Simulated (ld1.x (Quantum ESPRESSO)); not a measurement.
## Reading a pseudo-wave (Ga (Z = 31))

Columns: radius, all-electron u(r) and pseudo u(r) of the 4p shell (level -3.35 eV) of gallium in the configuration [Ar] 3d10 4s1 4p2; PBE, scalar-relativistic, TM scheme, ld1.x (Quantum ESPRESSO) 7.5.

```csv
r (bohr),all-electron,pseudo
0.113,0.1319,0.0027
0.225,0.0140,0.0109
0.338,-0.1440,0.0246
0.450,-0.2171,0.0435
0.563,-0.2084,0.0679
0.675,-0.1488,0.0974
0.788,-0.0641,0.1321
0.900,0.0275,0.1711
1.013,0.1181,0.2145
1.125,0.2013,0.2604
1.238,0.2763,0.3084
1.350,0.3410,0.3559
1.463,0.3968,0.4019
1.575,0.4433,0.4440
1.688,0.4819,0.4812
1.800,0.5128,0.5122
1.913,0.5374,0.5371
2.025,0.5559,0.5558
2.138,0.5692,0.5692
2.250,0.5779,0.5779
2.363,0.5826,0.5826
2.475,0.5837,0.5837
2.588,0.5817,0.5817
2.700,0.5771,0.5771
2.813,0.5702,0.5702
2.925,0.5615,0.5615
```

(1) How many radial nodes do the two functions have?

(2) At about which radius was the pseudo-wave matched?

(3) Where does each function peak?

(4) Is the pseudo-wave norm-conserving?

Results:

(1) The all-electron 4p function has n − l − 1 = 2; the pseudo-wave has 0, since the states of the same l below it are removed with the core.

(2) 2.25 bohr. The columns agree to 0.0005 from 1.91 bohr on; several derivatives are matched, so the curves merge somewhat inside the radius.

(3) Outermost all-electron maximum near 2.48 bohr, pseudo maximum near 2.48 bohr (to the table’s step).

(4) Yes: the TM scheme keeps the norm inside the radius equal to the all-electron one, which fixes the energy derivative of the logarithmic derivative at the level.
